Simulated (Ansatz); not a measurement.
`[NH2][Sn]([F])[Cl]` radical at its PBE0-D4/def2-TZVP geometry, where that method's forces vanish. Charge 0, multiplicity 2. Sn: def2 effective core potential.

```xyz
6

N    -1.0040    0.0045   -0.4214
Sn    0.9755   -0.2813   -0.0010
F     1.6175    1.5346   -0.0435
Cl    1.0865   -0.9424    2.2431
H    -1.5326   -0.8582   -0.5055
H    -1.1429    0.5427   -1.2718
```

(1) What forces (eV/Å) does B3LYP-D4/def2-TZVPP give on these atoms in the Gaussian-basis code of Ansatz? (Estimate.)

Results:

(1) The calculation gave: 
```
N1  -0.332  0.055 -0.082
Sn2  0.282 -0.351 -0.280
F3   0.114  0.380  0.000
Cl4  0.009 -0.097  0.371
H5  -0.032  0.012 -0.007
H6  -0.041  0.002 -0.001
```

B3LYP here is the variant with VWN-RPA as its local correlation; programs differ in this.
